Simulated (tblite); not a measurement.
Species: C₅H₈O₃SSi.
Atom-mapped SMILES: `[CH2:1]=[C:2]([O:3][CH:4]=[O:5])[SiH2:6][O:7][C:8]([CH3:9])=[S:10]` (hydrogens: H11, H12 on C1; H13 on C4; H14, H15 on Si6; H16, H17, H18 on C9)

Computed with GFN2-xTB (tblite), gas phase: L-BFGS steps from a force-field or distance-geometry start until the largest atomic force falls under 0.01 eV/Å.

Step 80: E = -869.9526 eV
```
atom  x, y, z in Å  |  force x, y, z in eV/Å
C1     -2.5830   -1.3366    0.7228   -0.010   0.004   0.002
C2     -1.6027   -0.4510    0.6915    0.028   0.010  -0.033
O3     -1.8864    0.8414    0.2084   -0.021   0.030  -0.023
C4     -1.3474    1.1602   -0.9467    0.028   0.006   0.050
O5     -0.6993    0.4317   -1.6452    0.020   0.000  -0.024
Si6     0.1993   -0.7394    1.2261    0.023  -0.015   0.007
O7      1.0736    0.5684    0.8012   -0.008  -0.032  -0.001
C8      1.8015    1.0537   -0.1939   -0.043  -0.008  -0.024
C9      2.3112    0.0966   -1.2110    0.005   0.011   0.012
S10     2.0543    2.6550   -0.2764    0.025   0.009   0.025
H11    -2.4162   -2.3201    1.1181    0.004  -0.016   0.016
H12    -3.5695   -1.1028    0.3586   -0.049  -0.006   0.040
H13    -1.5807    2.2088   -1.1865   -0.022   0.003  -0.028
H14     0.6616   -1.9758    0.5997   -0.006   0.005   0.014
H15     0.3323   -0.6682    2.6745   -0.007  -0.010  -0.031
H16     2.6023   -0.8448   -0.7494    0.033   0.013   0.020
H17     3.1447    0.5320   -1.7535   -0.008   0.010  -0.017
H18     1.4957   -0.1028   -1.9099    0.009  -0.014  -0.005
```

Step 81: E = -869.9533 eV
```
atom  x, y, z in Å  |  force x, y, z in eV/Å
C1     -2.5882   -1.3295    0.7309   -0.007   0.006   0.001
C2     -1.6023   -0.4498    0.6917   -0.015  -0.011  -0.014
O3     -1.8806    0.8429    0.2057   -0.034   0.013   0.006
C4     -1.3419    1.1522   -0.9511    0.013   0.030   0.044
O5     -0.6991    0.4158   -1.6455    0.052  -0.020  -0.057
Si6     0.1998   -0.7462    1.2220   -0.003   0.004  -0.021
O7      1.0715    0.5647    0.8028    0.014  -0.023  -0.026
C8      1.7966    1.0547   -0.1920   -0.023   0.020  -0.019
C9      2.3151    0.1035   -1.2102   -0.007  -0.013   0.021
S10     2.0389    2.6582   -0.2736    0.022   0.007   0.027
H11    -2.4264   -2.3128    1.1295    0.015  -0.009   0.015
H12    -3.5763   -1.0943    0.3707   -0.027   0.007   0.041
H13    -1.5708    2.2001   -1.1974   -0.020   0.012  -0.030
H14     0.6594   -1.9771    0.5875    0.004  -0.026  -0.001
H15     0.3375   -0.6828    2.6681   -0.006  -0.010   0.013
H16     2.6020   -0.8401   -0.7502    0.034   0.017   0.013
H17     3.1530    0.5391   -1.7467   -0.028   0.016  -0.002
H18     1.5029   -0.0923   -1.9140    0.015  -0.019  -0.012
```

Step 82: E = -869.9540 eV
```
atom  x, y, z in Å  |  force x, y, z in eV/Å
C1     -2.5949   -1.3194    0.7412   -0.032  -0.025   0.009
C2     -1.6033   -0.4467    0.6949   -0.022  -0.005   0.004
O3     -1.8760    0.8458    0.2040   -0.010  -0.003  -0.007
C4     -1.3380    1.1417   -0.9568    0.006   0.017   0.022
O5     -0.7021    0.3939   -1.6462    0.050  -0.001  -0.038
Si6     0.2004   -0.7543    1.2165   -0.029   0.014  -0.034
O7      1.0670    0.5613    0.8021    0.023  -0.022  -0.029
C8      1.7910    1.0577   -0.1898    0.010   0.005  -0.019
C9      2.3216    0.1118   -1.2075   -0.019  -0.012   0.022
S10     2.0231    2.6621   -0.2688    0.021   0.039   0.024
H11    -2.4390   -2.3030    1.1431    0.022   0.006   0.010
H12    -3.5845   -1.0814    0.3849   -0.002   0.017   0.043
H13    -1.5625    2.1878   -1.2146   -0.015   0.010  -0.021
H14     0.6558   -1.9785    0.5677    0.006  -0.036  -0.006
H15     0.3495   -0.7059    2.6618   -0.012  -0.009   0.014
H16     2.6056   -0.8332   -0.7496    0.036   0.005   0.022
H17     3.1634    0.5481   -1.7378   -0.042   0.029   0.013
H18     1.5141   -0.0815   -1.9167    0.008  -0.029  -0.030
```

Question: Estimate the geometry and energy of step 83. (The exact step hangs on the optimiser's Hessian estimate; all steps are aligned on step 82, rigid shifts and turns removed.)

Answer: E = -869.9546 eV, largest force 0.068 eV/Å
```
atom  x, y, z in Å  |  force x, y, z in eV/Å
C1     -2.6021   -1.3123    0.7508   -0.023  -0.020   0.014
C2     -1.6046   -0.4463    0.6953   -0.054  -0.013   0.019
O3     -1.8724    0.8466    0.2006    0.005  -0.025  -0.001
C4     -1.3312    1.1326   -0.9606    0.003   0.015  -0.023
O5     -0.7004    0.3761   -1.6460    0.046   0.020  -0.017
Si6     0.2000   -0.7615    1.2113   -0.043   0.021  -0.047
O7      1.0654    0.5560    0.8013    0.029  -0.008  -0.034
C8      1.7867    1.0602   -0.1887    0.030   0.014  -0.008
C9      2.3269    0.1198   -1.2063   -0.025  -0.015   0.007
S10     2.0069    2.6670   -0.2649    0.015   0.019   0.025
H11    -2.4507   -2.2960    1.1548    0.028   0.015   0.010
H12    -3.5936   -1.0705    0.4014    0.015   0.024   0.039
H13    -1.5501    2.1782   -1.2276   -0.010  -0.001  -0.008
H14     0.6531   -1.9819    0.5550    0.007  -0.045  -0.012
H15     0.3541   -0.7216    2.6561   -0.014  -0.008   0.019
H16     2.6083   -0.8278   -0.7519    0.032   0.011   0.025
H17     3.1718    0.5573   -1.7313   -0.052   0.035   0.027
H18     1.5232   -0.0695   -1.9209    0.010  -0.039  -0.035
```

The energy changes by -0.0007 eV. The first-order estimate −F·Δx gives -0.0009 eV and the mean of the old and new forces, exact on a quadratic surface, -0.0007 eV. The step makes an angle of 85° with the force vector and moves no atom by more than 0.022 Å.

What follows is the cost of the whole relaxation. Hardware: Arm Neoverse V1, one thread, on a shared host. Cost: 1.6 s.
